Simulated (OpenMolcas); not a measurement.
# V2+: ligand-field states by method

V2+ with 6 ligands (fluoride) in octahedral coordination (Oh) at 2.1 Å. A charge of +0.667 e stands 2.6 Å behind each ligand. Ligand basis ANO-RCC-VDZP.
```
V     0.0000    0.0000    0.0000
F     2.1000    0.0000    0.0000
F     0.0000    2.1000    0.0000
F    -2.1000    0.0000    0.0000
F     0.0000   -2.1000    0.0000
F     0.0000    0.0000    2.1000
F     0.0000    0.0000   -2.1000
```

| Item | Value |
| --- | --- |
| Program | OpenMolcas |
| Basis | ANO-RCC-VDZP [5s4p2d1f] |
| Scalar Hamiltonian | DKH2, point nucleus |
| Active space | 3 electrons in 5 orbitals (3d) |
| State averaging | 2S+1 = 4 even, 10 roots; 2S+1 = 2 even, 40 roots |
| Spin-orbit coupling | RASSI with atomic mean-field integrals over the reference wave functions |

I. CASSCF
II. SS-CASPT2, IPEA 0.25 Eh, imaginary shift 0.1 Eh (closed shells correlated: 3s 3p and the ligand valence shells)
III. SS-CASPT2, IPEA 0 Eh, imaginary shift 0.1 Eh (closed shells correlated: 3s 3p and the ligand valence shells)

Spin-free states (labels of O, the rotations of Oh) in cm-1, each column counted from its own energy of the first state listed:

```csv
State,Degeneracy,I,II,III
4A2,1,0,0,0
4T2,3,9344,9950,10040
4T1,3,15550,15110,14490
2E,2,16647,13780,13750
2T1,3,17467,14660,14680
2T2,3,22793,18820,18370
2A1,1,23539,20480,19530
2T2,3,26437,24290,23840
4T1,3,26963,24520,23860
2T1,3,27158,24780,24530
2E,2,28959,25350,24760
2T1,3,32201,28950,28300
2T1,3,36516,35560,35400
2T2,3,37029,34900,35000
2A2,1,42126,36530,35550
2T2,3,43125,37670,36850
2E,2,43429,41460,41350
2T1,3,47720,43390,42590
2E,2,63728,55380,54580
2T2,3,66578,59710,59700
```

From I to II, I's first state of the same spin (4T2) moves from 9344 to 9950 cm-1, by about +600 cm-1.

From I to II, I's first state of another spin (2E) moves from 16647 to 13780 cm-1, by about -2900 cm-1.

I: A least-squares ligand-field fit to the states below 45000 cm-1, each weighted by its degeneracy and with a free common offset, gives 10Dq = 9723 cm-1, B = 928 cm-1 and C = 3531 cm-1 (C/B = 3.80), with an rms deviation of 139 cm-1. The same method and metal basis give the free ion B = 954 cm-1 (fit to its terms below 60000 cm-1, rms deviation 86 cm-1), so the nephelauxetic ratio is β = 928 / 954 = 0.97; it hangs on how both fits weigh the states, and computed free-ion B values tend to be too large, so β mixes covalency with correlation.

χT at 300 K: I 1.85, II 1.85, III 1.85 cm3 K/mol.

Roots that are degenerate in the reference are averaged as groups; the widest CASPT2 spread within a group is 55 cm-1 (the 3-fold group of multiplicity 2 near 24800 cm-1 above the lowest state of its run, II). Shifts and gaps below about the spread of the groups concerned are not significant. Over all roots computed the reference weight is 0.71 to 0.72 in II, 0.70 to 0.72 in III; a low but even weight reflects the number of correlated electrons. Ligand-to-metal charge-transfer states are missing. With no ligand orbital active B as a rule stays too high, so bands that hang on it stand too high and its fall with covalency is understated. Without dynamic correlation the repulsion within the d shell is too large (B by tens of per cent), so at a given field states of lower spin stand too high (holds for I). With metal d orbitals alone and no dynamic correlation the field as a rule comes out too small, by tens of per cent, by up to half for chloride and softer ligands (holds for I). These CASPT2 states fit no ligand-field parameters well, so their order and spin gaps are uncertain (holds for II; III). With one d shell and no ligand orbital active, 10Dq can be off by tens of per cent for divalent 3d ions, low with halides held by bare charges and at times high in hosts (holds for II; III). Free-ion shares, where given, are those of the reference states; single-state CASPT2 does not remix them (holds for II; III). No measured value stands beside these numbers; the geometry was imposed, not optimised, and the real ion may take another.
